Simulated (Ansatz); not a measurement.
Reaction R1 → P1 + P2, each structure at its B3LYP-D3(BJ)/def2-TZVP stationary point, reached from a drawn start (curvature not checked).
R1, O4Ru (SMILES [O][Ru]([O])([O])[O]) (charge 0, multiplicity 1):
```xyz
5

Ru     0.00000    -0.00002     0.00000
O      1.53998     0.64059    -0.18859
O     -0.15178    -1.37932    -0.94445
O     -0.24770    -0.39582     1.61228
O     -1.14050     1.13447    -0.47924
```
P1, O3Ru (SMILES [O][Ru]([O])[O]) (charge 0, multiplicity 1):
```xyz
4

Ru     0.0001     0.0000    -0.0002
O     -1.1035    -0.9615    -0.8129
O      1.0540    -0.6863     1.1050
O      0.0493     1.6479    -0.2919
```
P2: O atom, charge 0, multiplicity 3.

| level | reaction energy (eV) |
|---|---|
| HF/def2-SVP | -1.552 |
| revPBE/def2-TZVPP | 4.868 |
| r2SCAN/def2-TZVPP | 4.827 |
| B97M-V/def2-TZVPP | 4.502 |
| B3LYP/def2-TZVPP | 3.934 |
| BHLYP/def2-TZVPP | 2.366 |
| CAM-B3LYP/def2-TZVPP | 3.574 |
| wB97X-V/def2-TZVPP | 3.547 |
| wB97M-V/def2-TZVPP | 3.446 |
| MP2/def2-SVP | 6.020 |
| MP2/def2-TZVPP | 6.309 |
| SCS-MP2/def2-QZVPP | 5.541 |
| CCSD/def2-SVP | 2.397 |
| CCSD(T)/def2-QZVPP | 3.988 |

P less R. No zero-point or thermal terms; singlets are restricted closed shells; open shells are unrestricted; no spin–orbit coupling. The spin states of the d-block species are the ones drawn and need not be the lowest.

Correlated levels freeze the cores.

Programs: Ansatz (Gaussian orbitals). No computed number here is a measurement. Elements past Kr take the def2 small-core potentials, without spin–orbit coupling.

Ansatz is a program for electronic structure.
